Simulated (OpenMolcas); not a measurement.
Computed levels of 4f5 in ions with 59 electrons, in cm-1 above 6H* 5/2.

```json
{
 "Program": "OpenMolcas 26.06",
 "Method": "MS-CASPT2, IPEA 0.25 Eh, imaginary shift 0.1 Eh",
 "Basis": "ANO-R3",
 "Scalar Hamiltonian": "X2C, finite nucleus",
 "Spin-orbit coupling": "state interaction with AMFI integrals over the reference wave functions, term energies averaged over their components"
}
```

Active space for each ion: 5 electrons in 7 orbitals (4f); closed shells correlated by CASPT2: 5s 5p.

```csv
Level,Pm2+,Eu4+
6H* 7/2,893,1413
6H* 9/2,1938,3050
6H* 11/2,3080,4830
6H* 13/2,4290,6680
6H* 15/2,5540,8580
6F* 1/2,5640,7840
6F* 3/2,5820,8130
6F* 5/2,6230,8770
6F* 7/2,6970,9930
```

Problem. Estimate 6H* 15/2, 6F* 1/2, 6F* 3/2 for Sm3+ from its neighbours Pm2+ and Eu4+.

Solution. 6H* 15/2 is fine structure, which grows about as the fourth power of a screened charge, so the fourth roots are averaged: ((5540^0.25 + 8580^0.25) / 2)^4 = 6936. The calculation gives 7010, so the estimate is off by -1.1 %.
6F* 1/2 is another term, which grows about linearly with the charge: (5640 + 7840) / 2 = 6740. The calculation gives 6780, so the estimate is off by -0.6 %.
6F* 3/2 is another term, which grows about linearly with the charge: (5820 + 8130) / 2 = 6975. The calculation gives 7030, so the estimate is off by -0.8 %.

CASPT2 does not keep the components of a term degenerate, so their means are used; among the terms shown or strongly mixed into the levels shown the widest spread is 540 cm-1 (4f5 6H*, Pm2+). Blocks of more than 70 roots (2S+1 = 4 odd, 2 odd) ran without multistate coupling. High states are left out of the spin-orbit mixing, which shifts the levels that they would mix with. Only configurations of the active space appear.

* marks odd parity.
